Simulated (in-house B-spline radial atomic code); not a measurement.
# How G0W0 and RPA depend on the start: K8+

Configuration [Ne] 3s1, highest spin. Computed with an all-electron radial atomic-structure program (B-spline basis): all electrons, scalar-relativistic (spin-free one-electron X2C), finite nucleus, each spin shell either full or empty, empty states to l = 9 with an (l + 1/2)⁻⁴ tail; G0W0 by contour deformation at full frequency.

| start | mean-field 3s up (eV) | G0W0 (eV) | QP weight | RPA correlation (Eh) |
| --- | --- | --- | --- | --- |
| Hartree-Fock | -175.35 | -176.89 | 0.987 | -0.63139 |
| LDA VWN5 | -167.58 | -177.41 | 0.974 | -0.68821 |
| PBE | -167.53 | -177.35 | 0.974 | -0.68724 |
| PBE0 | -169.63 | -177.21 | 0.979 | -0.671 |
| r2SCAN | -167.91 | -177.27 | 0.976 | -0.67742 |
| HSE06 | -169.30 | -177.23 | 0.978 | -0.67237 |
| B3LYP (VWN-RPA) | -169.55 | ? | ? | ? |
| SCAN | -167.98 | -177.27 | 0.976 | -0.67716 |
| TPSS | -167.52 | -177.32 | 0.975 | -0.68375 |
| BHandHLYP | -171.87 | -177.09 | 0.982 | -0.65694 |
| CAM-B3LYP | -171.50 | -177.16 | 0.981 | -0.66877 |
| LC-wPBE | -172.97 | -177.14 | 0.982 | -0.67033 |
| wB97X | -172.09 | ? | ? | ? |
| PBEsol | -167.39 | -177.37 | 0.974 | -0.68737 |
| BLYP | -167.75 | -177.36 | 0.974 | -0.6877 |
| r2SCAN0 | -169.92 | -177.16 | 0.979 | -0.66448 |
| LDA exchange-only | -166.46 | -177.40 | 0.975 | -0.688 |

(1) What G0W0 level, weight and RPA correlation energy follow from the B3LYP (VWN-RPA) start?

(2) What G0W0 level, weight and RPA correlation energy follow from the wB97X start?

(3) How much of the dependence on the start does G0W0 remove?

Results:

(1) G0W0 level -177.25 eV, weight 0.978, RPA correlation -0.67454 hartree.

(2) G0W0 level -177.08 eV, weight 0.982, RPA correlation -0.66596 hartree.

(3) The mean-field levels span 8.89 eV and the G0W0 levels 0.528 eV. Against 175.817 ± 0.0025 eV (NIST, semi-empirical) the G0W0 removal energies are off by +1.07 to +1.60 eV, with spin-orbit coupling, Breit and QED terms left out.
